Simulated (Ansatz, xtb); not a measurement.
Ranking isomers of FH2NSiSn

8 gas-phase structures of FH2NSiSn, found in a search over its isomers (lower ones may exist). Each was relaxed with GFN2-xTB; where two conformers were screened, the lower at r2SCAN-D4/def2-SVP is listed:

A. `[F][Sn][N]=[SiH2]`, a singlet
B. `[H]/N=[Si](\F)[SnH]`, a singlet
C. a singlet given by its coordinates
D. `[H]/N=[SiH]\[Sn][F]`, a singlet
E. `F[SiH]=[N][SnH]`, a singlet
F. `F[SiH2][N]=[Sn]`, a singlet
G. `F[Si@@H]1[NH][Sn]1`, a singlet
H. a triplet given by its coordinates

H (Å):

```xyz
6

F     0.7450    0.7769   -0.2829
N    -0.9286    0.1145    1.3905
Si    0.7640    0.3244    1.2882
Sn    2.6850    0.0971    2.7775
H    -1.5571    0.2712    0.6191
H    -1.4006   -0.1775    2.2262
```

Close contacts (Å): F1–Si3 1.64, N2–Si3 1.71, Si3–Sn4 2.44, N2–H5 1.01, N2–H6 1.00.

C (Å):

```yaml
atoms:
  - { symbol: F, position_ang: [-1.8163, -1.2655, -1.7245] }
  - { symbol: N, position_ang: [0.0882, 0.2431, -0.2883] }
  - { symbol: Si, position_ang: [-1.3129, -0.5403, -0.3820] }
  - { symbol: Sn, position_ang: [1.9633, 0.9305, 0.0732] }
  - { symbol: H, position_ang: [2.6015, -0.5744, 1.0014] }
  - { symbol: H, position_ang: [-2.4428, -0.7489, 0.4888] }
```

Close contacts (Å): F1–Si3 1.61, N2–Si3 1.61, N2–Sn4 2.03, Si3–H6 1.44, Sn4–H5 1.88.

Question: Make a reasoned guess at their ranking by r2SCAN-D4/def2-SVP single-point energy.

Answer: Calculated order at r2SCAN-D4/def2-SVP: F (0.000), G (0.171), H (0.245), C (1.384), B (1.505), A (1.558), E (1.558), D (2.178) eV. Less than 1 kcal/mol parts A and E, so the order within that pair means little.

Energies above the lowest of each column, in eV; the last columns are at PBE0-D3(BJ)/def2-SVP geometries and were run for some of them only (a dash: not run or not comparable):

```json
{"structure": "F", "GFN2-xTB": "0.000", "HF/STO-3G": "0.000", "r2SCAN-D4/def2-SVP": "0.000", "PBE0-D3(BJ)/def2-SVP": "0.099", "CCSD(T)/def2-TZVP": "0.000"}
{"structure": "G", "GFN2-xTB": "0.825", "HF/STO-3G": "0.187", "r2SCAN-D4/def2-SVP": "0.171", "PBE0-D3(BJ)/def2-SVP": "0.000", "CCSD(T)/def2-TZVP": "0.301"}
{"structure": "H", "GFN2-xTB": "–", "HF/STO-3G": "0.983", "r2SCAN-D4/def2-SVP": "0.245", "PBE0-D3(BJ)/def2-SVP": "0.189", "CCSD(T)/def2-TZVP": "0.707"}
{"structure": "C", "GFN2-xTB": "0.363", "HF/STO-3G": "2.484", "r2SCAN-D4/def2-SVP": "1.384", "PBE0-D3(BJ)/def2-SVP": "–", "CCSD(T)/def2-TZVP": "–"}
{"structure": "B", "GFN2-xTB": "0.839", "HF/STO-3G": "2.607", "r2SCAN-D4/def2-SVP": "1.505", "PBE0-D3(BJ)/def2-SVP": "–", "CCSD(T)/def2-TZVP": "–"}
{"structure": "A", "GFN2-xTB": "0.191", "HF/STO-3G": "2.662", "r2SCAN-D4/def2-SVP": "1.558", "PBE0-D3(BJ)/def2-SVP": "–", "CCSD(T)/def2-TZVP": "–"}
{"structure": "E", "GFN2-xTB": "0.382", "HF/STO-3G": "2.760", "r2SCAN-D4/def2-SVP": "1.558", "PBE0-D3(BJ)/def2-SVP": "–", "CCSD(T)/def2-TZVP": "–"}
{"structure": "D", "GFN2-xTB": "1.060", "HF/STO-3G": "3.002", "r2SCAN-D4/def2-SVP": "2.178", "PBE0-D3(BJ)/def2-SVP": "–", "CCSD(T)/def2-TZVP": "–"}
```

CCSD(T)/def2-TZVP puts F lowest of those it was run on; PBE0-D3(BJ)/def2-SVP picks G. Some further structures that were screened fall inside this span and aren't listed. Flexible structures stand in one conformer each, not always the lowest. Frequencies (PBE0-D3(BJ)/def2-SVP) were run for F, G, H alone. GFN2-xTB has no spin polarisation and isn't compared across spin states. Open shells are spin-unrestricted. Large T1 diagnostics make some coupled-cluster values less sure. Atoms past krypton carry core potentials in the def2 sets, without spin–orbit terms.

Over these structures GFN2-xTB departs from r2SCAN-D4/def2-SVP by 0.571 eV on average once a common shift is removed. A GFN2-xTB relaxation took about 0.18 s and the r2SCAN-D4/def2-SVP energy about 1.4 s on a shared host (Ansatz 0.2.0, xtb 6.7.1).
